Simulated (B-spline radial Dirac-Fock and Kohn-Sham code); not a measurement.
Ir⁵⁸⁺: eigenvalues, ΔSCF and the reference

System: Ir⁵⁸⁺, configuration [Ar] 3d1.

The density-functional columns are spherical, spin-unpolarised Dirac-Kohn-Sham results without Breit or QED terms: −ε is minus the orbital energy of the initial state and ΔSCF the difference of two total energies. The reference in the last column comes from Dirac-Fock (average of configuration) total-energy differences with a finite nucleus, the Breit interaction including its frequency dependence, and self-energy and vacuum-polarisation corrections. All numbers are from an atomic code on a B-spline grid, in eV; a selection of levels is shown. The Kohn-Sham columns are given as differences from the reference. For the 1s level of heavy atoms much of the gap between ΔSCF and the reference is the Breit and QED part, -402.0 eV here; for other levels the error of the functional can be larger.

| level | LDA −ε − DF | LDA ΔSCF − DF | Dirac-Fock |
| --- | --- | --- | --- |
| K (1s) | -249.3 | +390.5 | 80446.4 |
| L1 (2s) | -190.2 | -35.3 | 17629.2 |
| L2 (2p1/2) | -139.0 | +50.0 | 17065.6 |
| L3 (2p3/2) | -152.3 | +14.1 | 15429.3 |
| M1 (3s) | -88.1 | -23.2 | 6830.4 |
| M2 (3p1/2) | -53.9 | +15.3 | 6598.2 |
| M3 (3p3/2) | -58.2 | +6.2 | 6180.1 |
| M4,5 (3d) | -71.2 | +3.0 | 5854.0 |

Values without a named source are computed, but for edge energies of neutral atoms, which are taken from tables.
